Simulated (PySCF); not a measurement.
## Working with the constants of GdO

PBE0 constants of GdO, nonet, about 7.2 electrons in the 4f shell (Mulliken) (PySCF, spin-free X2C with a Gaussian nucleus, basis sets Gd x2c-SVPall, O x2c-SVPall; masses 157.9241 and 15.9949 u):

```
ωe                         : 872.0 cm⁻¹
ωexe                       : 2.5 cm⁻¹
Be                         : 0.36299 cm⁻¹
αe                         : 0.00148 cm⁻¹
De to Gd (4f7 5d1 6s2) + O : 7.46 eV
```

Task: What force constant and bond length do these constants imply?

Result: Reduced mass μred = 14.524 u; k = 5.8918×10⁻⁷·μred·ωe² (u, cm⁻¹, mdyn/Å) = 6.51 mdyn/Å; Re = √(16.8576/(μred·Be)) (u, cm⁻¹, Å) = 1.788 Å.

Task: Estimate the centrifugal constant D from the Kratzer relation and find the Dunham coefficient a1.

Result: D = 4Be³/ωe² = 2.52e-07 cm⁻¹; a1 = −1 − αeωe/(6Be²) = -2.63.

Spin–orbit coupling is left out, which matters for elements this heavy, above all for dissociation energies. With d or f electrons several states lie close, and the lowest PBE0 determinant need not be the measured ground state.
